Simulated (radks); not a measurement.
Numerical settings for the krypton ion Kr+, [Ar] 3d10 4s2 4p5. Calculated with a radial shooting solver on a logarithmic mesh with Libxc functionals: Dirac Kohn-Sham, PBEsol, spin-unpolarised, spherical densities, finite nucleus; open shells fill j = l - 1/2 first; Fermi nuclear charge, rms radius 4.1884 fm. The defaults (mesh step 0.008 in ln r, mesh end at 40 bohr or more with all orbitals vanishing there, Anderson mixing 0.5 over 9 steps, residual threshold near 1e-9 with the energy settled to 1e-9 hartree or 1e-11 of itself, here a cap of 94 iterations) give E = -2788.1528 hartree and 4p3/2 at -19.282 eV in 14 iterations. Run on one thread of a shared host, so times are rough (Arm Neoverse V1): 0.1 s of CPU time, 0.1 s wall, 14 iterations on 2259 mesh points. Changes against that run (0 stands for a change within the tolerance of the run):

setting,iterations,converged,E (mhartree),e(4p3/2) (meV),CPU (s)
mesh step in ln r 0.05,14,yes,+0.00175,0,0.03
mesh step in ln r 0.012,14,yes,0,0,0.07
mesh step in ln r 0.2,4,no,diverged,-,0.02
mesh end (bohr) 400,14,yes,0,0,0.11
mesh end (bohr) 8,14,yes,+0.0226,+1.51,0.1
residual threshold 1e-16,94,no,0,0,0.35
residual threshold 0.01,10,yes,0,+0.0361,0.09
mixing 0.05,18,yes,0,0,0.14
"linear mixing, mixing 0.05",94,no,+0.0033,-41.5,0.55
"linear mixing, mixing 0.8",48,yes,0,0,0.28
mixing history 3,16,yes,0,0,0.11
iteration cap 8,8,no,0,-0.524,0.06

No run marked as converged misses the energy by more than 1 mhartree. A mesh that ends early acts as a hard wall.
